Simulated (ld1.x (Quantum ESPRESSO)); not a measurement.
How hard is this gallium (Ga) TM potential?

Ga, norm-conserving Troullier–Martins (Kleinman–Bylander form), made with ld1.x (Quantum ESPRESSO) 7.5 (LDA (PZ), scalar-relativistic). Core [Ar] 3d10, reference 4s2 4p1. Waves: 4p (bound): rc 2.45 bohr; 4d channel at 0.2 Ry: rc 2.60 bohr; 4s (bound): rc 1.55 bohr. Local part: the s channel. Core correction: Bessel-smoothed model core, default radius (core density twice the valence density).

The pseudo-atom Hamiltonian at the reference potential is diagonalised in spherical Bessel functions j_l(qr) that vanish at 20 bohr, with q² up to the cutoff. All-electron valence levels (Ry): 4p -0.2013, 4s -0.6743.

Q: How do the lowest levels (Ry) of each channel move with the cutoff, and are there ghosts?

A:

```csv
cutoff (Ry),p #1,p #2,d #1,s #1,f #1,Σ f·Δε (mRy)
8,-0.1983,0.0277,0.0518,-0.6486,0.1046,54.3
12,-0.2005,0.0274,0.0515,-0.6666,0.1046,16.2
15,-0.2011,0.0273,0.0514,-0.6676,0.1046,13.5
21,-0.2012,0.0273,0.0513,-0.6688,0.1046,11.0
25,-0.2012,0.0273,0.0513,-0.6703,0.1046,8.0
35,-0.2012,0.0273,0.0513,-0.6735,0.1046,1.5
40,-0.2012,0.0273,0.0513,-0.6738,0.1046,1.0
50,-0.2012,0.0273,0.0513,-0.6739,0.1046,0.9
400,-0.2012,0.0273,0.0513,-0.6743,0.1046,0.0
```

Result: no extra level below or beside the all-electron valence levels (p, d, s, f tested); 10 mRy is reached at 25 Ry and 1 mRy at 40 Ry.
